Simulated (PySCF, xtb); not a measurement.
HI₂Si, SMILES I[SiH]I (connectivity only; charge and spin as stated), charge +1, multiplicity 1.

Harmonic wavenumbers (cm⁻¹) from GFN2-xTB (xtb 6.7.1) at its own minimum, in rising order: 73, 363, 437, 531, 583, 2381.

Problem. What does B3LYP-D3(BJ)/def2-SVP run with PySCF 2.14.0 give at its own minimum? (The exact figures need the calculation; the answer reports its results.)

Solution. 96, 337, 434, 497, 751, 2282. Paired by order, the mean absolute difference is 59 cm⁻¹ and the zero-point energies are 6.2 and 6.3 kcal/mol.
